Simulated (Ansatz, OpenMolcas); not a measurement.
**A ladder of methods for CH6BNO2 (SMILES COB(N)O)**

The species is CH6BNO2 (11 atoms), meant as a singlet with charge 0. As SMILES, `COB(N)O`. Geometry: relaxed at PBE0-D4/def2-TZVP. This is one conformer, not always the lowest.

```xyz
11

C     0.7135    0.8516    1.1297
O    -0.4467    0.1025    0.8785
B    -0.6440   -0.5067   -0.3384
N     0.2758   -0.4319   -1.4037
O    -1.8010   -1.2231   -0.5148
H     0.8013    1.7018    0.4431
H     0.6544    1.2386    2.1476
H     1.6169    0.2360    1.0476
H     1.1441    0.0663   -1.3669
H     0.0952   -0.8909   -2.2775
H    -2.3441   -1.2011    0.2754
```

Quantity: the energy change with the B3–N4 bond stretched from 1.409 to 2.537 Å, in eV. The values are calculated.

```
                                             level                    kind     program  value (eV)  less CCSD(T)/6-31G*
    BLYP/6-31G* (spherical functions) (restricted)                     GGA  OpenMolcas        4.91                -0.55
   B3LYP/6-31G* (spherical functions) (restricted)           global hybrid  OpenMolcas        5.36                -0.10
    PBE0/6-31G* (spherical functions) (restricted)           global hybrid      Ansatz        5.58                +0.12
   HSE06/6-31G* (spherical functions) (restricted)  range-separated hybrid      Ansatz        5.58                +0.12
 wB97M-V/6-31G* (spherical functions) (restricted)  range-separated hybrid      Ansatz        5.61                +0.15
PBE-QIDH/6-31G* (spherical functions) (restricted)           double hybrid      Ansatz        5.84                +0.38
 RPA@PBE/6-31G* (spherical functions) (restricted)                     RPA      Ansatz        5.18                -0.28
 CCSD(T)/6-31G* (spherical functions) (restricted)   coupled cluster or CI      Ansatz        5.46                 0.00
```

Differences are taken from CCSD(T)/6-31G* (spherical functions) (restricted) for orientation; it has basis-set and higher-order errors of its own. At this stretch a single reference begins to fail. The first shape isn't each level's own minimum. The values span 4.91 to 5.84 eV.
